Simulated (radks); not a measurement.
Neutral indium inside a hard spherical wall (all orbitals vanish at R), configuration held at [Kr] 4d10 5s2 5p1 and not refilled when levels cross. Calculated with a radial shooting solver on a logarithmic mesh with Libxc functionals: scalar-relativistic Kohn-Sham, PBE, spin-polarised, spherical densities, point nucleus; open shells are filled with parallel spins first (spin-orbit coupling, left out, can overturn this in heavy ions). Eigenvalues in eV for spin up, with the zero of energy where the potential of the charges vanishes at infinity; a dash marks a level that is unbound or too diffuse for the functional's potential to be trusted. A positive occupied level is held by the wall or, in an anion where self-interaction has pushed it up, behind a barrier. The pressure on the wall is -dE/dV.

| R (bohr) | E (hartree) | kinetic (hartree) | e(4p) | e(4d) | e(5s) | e(5p) | e(6s, empty) | e(5d, empty) | pressure (GPa) |
|---|---|---|---|---|---|---|---|---|---|
| free | -5881.64187 | 6130.559 | -78.083 | -18.604 | -8.444 | -2.778 | - | - | 0 |
| 20 | -5881.64187 | 6130.559 | -78.083 | -18.604 | -8.444 | -2.778 | -0.476 | 0.491 | < 0.0001 |
| 12 | -5881.64166 | 6130.561 | -78.055 | -18.577 | -8.422 | -2.756 | 0.007 | 1.232 | 0.00298 |
| 7 | -5881.62440 | 6130.657 | -77.343 | -17.879 | -7.896 | -1.983 | 4.851 | 4.597 | 0.800 |
| 4 | -5881.16847 | 6132.575 | -71.886 | -12.690 | -1.974 | 6.751 | 37.855 | 21.937 | 90.5 |
| 3.5 | -5880.70239 | 6134.388 | -68.631 | -9.619 | 2.756 | 13.141 | 58.374 | 32.329 | 259 |
| 2.5 | -5876.77161 | 6149.014 | -51.946 | 7.059 | 34.740 | 52.770 | 166.19 | 86.597 | 3470 |
| 1.5 | -5831.63050 | 6296.576 | 39.358 | 110.52 | 286.50 | 325.51 | 744.38 | 381.02 | 149000 |
